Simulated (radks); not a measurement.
Q: Spherical quantum dot in the effective-mass picture: electrons in a parabolic well V = omega^2 r^2 / 2 with omega = 0.0759, with a point charge +1 (a donor) at the centre, all in effective atomic units (hartree* = m*/eps^2 hartree, bohr* = eps/m* bohr), one dielectric constant everywhere. Method: non-relativistic Kohn-Sham, LDA (Slater exchange, Perdew-Wang correlation), spin-polarised, spherical densities; computed with a radial shooting solver with Libxc functionals. Levels are named by radial order and angular momentum (1s, 1p, 1d, 2s, ...), and open shells are averaged over m. At N = 16 the configuration is 1s2 1p6 1d(up 5, down 1) 2s2. Does electron 17 go into 1f down or 1f up or 1d down?

A: Into 1d down. The total energies of the other choices lie higher by 0.0175 hartree* (1f up), 0.0260 hartree* (1f down).
